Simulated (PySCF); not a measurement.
Correlation energy of Ca²⁺ (calcium, charge +2)

[Ar], closed-shell 1S. All numbers are calculated (PySCF 2.14, no relativity, point nucleus, in pcseg-2 (6s4p3d, 33 functions)). Frozen: [Ne] 3s2; 6 electrons correlated.

Total MP2 correlation energy: -130.31 mhartree.

Same-spin part -39.39 and opposite-spin part -90.92 mhartree; SCS-MP2 scales them by 1/3 and 6/5 to -122.24 mhartree.

| level | correlation energy (mhartree) |
| --- | --- |
| CCSD | -146.71 |
| (T) | -0.87 |
| CCSD(T) | -147.58 |

Diagnostics: T1 = 0.0019, D1 = 0.0026, largest double amplitude 0.029.

Cost of the coupled-cluster step: 0.14 s of wall time on 1 thread of Neoverse-N1 (shared host), for 6 correlated electrons.
